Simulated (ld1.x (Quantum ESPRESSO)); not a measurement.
# What the settings do to the RRKJ potential of Mo

Base potential:

Mo (Z = 42), norm-conserving RRKJ (Kleinman–Bylander form), made with ld1.x (Quantum ESPRESSO) 7.5 (PBE, scalar-relativistic). Core [Ar] 3d10 4s2, reference 4p6 4d5 5s1 5p0. Waves: 4p (bound): rc 1.45 bohr; 4d (bound): rc 1.35 bohr; 5s (bound): rc 2.85 bohr. Local part: the s channel. Core correction: Bessel-smoothed model core inside 1.35 bohr. rho0 = 0.001.

Cutoffs, loose and tight: the cutoffs (Ry, on a coarse ladder) from which the occupation-weighted sum of valence levels, in a spherical-Bessel basis at the reference potential, stays within 10 and 1 mRy of its value at 400 Ry. They do not see the model core or the augmentation charge, which bear on the density cutoff. Test errors are all-electron minus pseudo excitation energies from the reference, over the configurations 4p6 4d5 5s0 5p0; 4p6 4d4 5s0 5p0; 4p6 4d3 5s0 5p0; 4p6 4d2 5s0 5p0; 4p6 4d6 5s0 5p0; 4p6 4d5.5 5s0.5 5p0; 4p6 4d4 5s2 5p0. A dash means not determined; rows that change the core or the reference have their own tests.

```tsv
change	outcome	cutoff, loose	cutoff, tight	bound ghosts	largest test error (meV)
base	generated	70 Ry	110 Ry	none	-631
wave 5s (bound): rc 2.85 bohr becomes 5s (bound): rc 1.96 bohr	generated	70 Ry	110 Ry	none	-586
wave 5s (bound): rc 2.85 bohr becomes 5s (bound): rc 2.32 bohr	generated	70 Ry	110 Ry	none	-641
wave 5s (bound): rc 2.85 bohr becomes 5s (bound): rc 2.72 bohr	generated	70 Ry	110 Ry	none	-630
wave 5s (bound): rc 2.85 bohr becomes 5s (bound): rc 3.04 bohr	generated	70 Ry	110 Ry	none	-648
```

(1) What comes out with this change to the base: wave 5s (bound): rc 2.85 bohr becomes 5s (bound): rc 3.38 bohr?

(2) What comes out with this change to the base: wave 5s (bound): rc 2.85 bohr becomes 5s (bound): rc 4.16 bohr?

(3) What comes out with this change to the base: wave 5s (bound): rc 2.85 bohr becomes 5s (bound): rc 3.88 bohr?

## Answers

(1) outcome: generated; cutoff, loose: 70 Ry; cutoff, tight: 110 Ry; bound ghosts: none; largest test error (meV): -722.

(2) outcome: generated; cutoff, loose: 70 Ry; cutoff, tight: 110 Ry; bound ghosts: none; largest test error (meV): -1137.

(3) outcome: generated; cutoff, loose: 70 Ry; cutoff, tight: 110 Ry; bound ghosts: none; largest test error (meV): -960.

Reading the sweep of the s radius (base included, trends over the rows without a ghost): The loose cutoff stays near 70 Ry. The median size of the test errors (rows with all tests solved) is not monotonic: lowest 19.0 meV at 3.88 bohr, highest 61.1 meV at 3.04 bohr.
